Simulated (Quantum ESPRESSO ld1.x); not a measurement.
S7+, 9 electrons, occupied as [He] 2s2 2p4.75 3d0.25 (fractional occupations, a model configuration). All-electron calculation, Dirac Kohn-Sham, LDA (Slater exchange, VWN5 correlation), spin-unpolarised, spherical densities, point nucleus; open shells fill j = l - 1/2 first. Program: ld1.x of Quantum ESPRESSO 7.5.

Unscreened Slater integrals over Kohn-Sham orbitals (eV). Large and small components are both included. Empty in this configuration: 3d5/2.

F0(3d3/2,3d3/2): 19.648
F2(3d3/2,3d3/2): 10.057
F0(3d3/2,2p3/2): 25.388
F2(3d3/2,2p3/2): 6.1119
G1(3d3/2,2p3/2): 4.9547
G3(3d3/2,2p3/2): 2.8253
F0(3d3/2,2p1/2): 25.395
G1(3d3/2,2p1/2): 4.9172
F0(3d3/2,2s1/2): 25.277
G2(3d3/2,2s1/2): 4.3163
F0(3d3/2,3d5/2): 19.643
F2(3d3/2,3d5/2): 10.055
G2(3d3/2,3d5/2): 10.051
G4(3d3/2,3d5/2): 6.4803
F0(2p3/2,2p3/2): 59.664
F2(2p3/2,2p3/2): 27.901
F0(2p3/2,2p1/2): 59.809
G2(2p3/2,2p1/2): 27.905
F0(2p3/2,2s1/2): 55.871
G1(2p3/2,2s1/2): 32.828
F0(2p3/2,3d5/2): 25.372
F2(2p3/2,3d5/2): 6.1020
G1(2p3/2,3d5/2): 4.9507
G3(2p3/2,3d5/2): 2.8231
F0(2p1/2,2p1/2): 59.955
F0(2p1/2,2s1/2): 55.983
G1(2p1/2,2s1/2): 32.807
F0(2p1/2,3d5/2): 25.378
G3(2p1/2,3d5/2): 2.7966
F0(2s1/2,2s1/2): 53.371
F0(2s1/2,3d5/2): 25.261
G2(2s1/2,3d5/2): 4.3103
F0(3d5/2,3d5/2): 19.637
F2(3d5/2,3d5/2): 10.053
F4(3d5/2,3d5/2): 6.4817
